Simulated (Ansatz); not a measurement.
Reaction (ligand exchange at the Si–Te bond): `C=N[SiH2][TeH]` + `B1CN1` → `C=N[SiH2]N1BC1` + H₂Te

Calculated with Ansatz (gas phase, PBE0-D4/def2-TZVP geometries, no zero-point term in ΔE). CCSD(T)/CBS is the MP2 limit (def2-TZVPP, def2-QZVPP) plus CCSD(T) − MP2 in def2-TZVPP, frozen cores. This one scheme is used for every species. Functionals use def2-TZVPP. Elements past krypton have def2 core potentials. For Te outer-core shells are correlated without core-valence functions, which leaves a few kJ/mol of doubt a bond. One conformer a species, not always the lowest.

```csv
level,ΔE (kJ/mol)
PBE0-D4,-0.7
ωB97X-V,-13.0
HF/def2-TZVPP,-29.0
CCSD(T)/def2-TZVPP,-17.3
```

**Question.** What does CCSD(T)/CBS give? (An estimate is asked.)

**Answer.** The calculation gave: -9.6 kJ/mol. The listed levels differ from it by 8.9, -3.4, -19.4, -7.7 kJ/mol.

Largest T1 diagnostic among the species: 0.014.

In def2-TZVPP, CCSD(T) changes the Hartree–Fock value by +11.8 kJ/mol (the triples alone add +2.5 kJ/mol) and MP2 by +17.2 kJ/mol. From PBE to PBE0 (25 % exact exchange), in def2-TZVPP and without D4, ΔE moves by −3.9 kJ/mol.
